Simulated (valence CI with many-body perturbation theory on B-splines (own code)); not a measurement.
Values are calculated unless marked as measured or tabulated.
# Sm LVII: input, log and results

The program does CI of the valence electrons with many-body perturbation theory for a frozen closed Dirac-Fock core.

Command, and the settings that its task file holds:

```sh
python run_cv.py task.json out
```

```
atom Sm  Z=62  mass_number=152  rms_radius_fm=5.0819
core [He]
valence 2s4
avg = 1
basis = S
breit = 1
cap = 10000
capref = 1200
cscale = 1
de = 0.0
dress = 0
eps = 2e-08
extrap = 1
h = 0.27
hh = 1
l2 = 3
lcore = 6
maxit = 60
n2 = 5
natural = 1
nlev = 20
nno = [3, 3, 3, 2, 1]
nroot = 26
nsp = [3, 3, 2, 1, 0]
pt2 = 1
qed = 1
rpa = 1
s1 = 1
s2 = 1
s3 = 1
screen = 1
tol = 2e-05
whole = 1
```

**Question.** What became of the run, and why?

**Answer.** It gave no result: a shell was given more electrons than it holds. The program said: "a valence shell holds more than 4l+2 electrons".
